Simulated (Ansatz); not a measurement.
Mulliken charges of Cl3HSeSi (`Cl[Si](Cl)(Cl)[SeH]`) from PBE/def2-TZVPP in Ansatz (PBE0-D4/def2-TZVP geometry).

```tsv
atom	x (Å)	y (Å)	z (Å)	charge (e)
Cl1	-0.792	-0.971	1.722	-0.158
Si2	0.206	-0.428	0.035	0.509
Cl3	2.112	-1.123	0.126	-0.160
Cl4	-0.754	-1.295	-1.535	-0.158
Se5	0.367	1.805	-0.185	-0.101
H6	-1.097	1.947	-0.209	0.069
```

**Question.** By hand: the dipole of these point charges (1 e Å = 4.8032 D).

**Answer.** Σ q r = (-0.102, 0.272, -0.028) e Å, of length 0.292 e Å = 1.40 D.

**Question.** How does the dipole of the full density compare? (Best estimate.)

**Answer.** Ansatz gave: (-0.106, 0.175, -0.018) e Å, 0.99 D; the point charges give 1.41 times that, at 11° from its direction.

Point charges leave out the atoms' own dipoles, such as those of lone pairs, and Mulliken's split depends on the basis, so the two needn't agree.
